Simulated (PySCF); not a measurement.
Vertical excitations of a molecule CH8FNSi2 from PySCF with TDDFT-PBE/def2-SVPD, as energy in eV (oscillator strength): 4.89 (0.005), 5.68 (0.011), 5.83 (0.012), 6.03 (0.043), 6.23 (0.018), 6.40 (0.007), 6.59 (0.004), 6.75 (0.011), 6.76 (0.012), 6.86 (0.003). Lowest triplet (TDA): 4.66 eV. Geometry: ωB97X-D3(BJ)/def2-SVP. Other conformers were not sampled.

Task: Which structure fits?
A. N[Si@H](F)C[SiH3]
B. N[SiH2]C[SiH2]F
C. FC[SiH2]N[SiH3]
D. N[SiH2][SiH2]CF

Result: D, N[SiH2][SiH2]CF
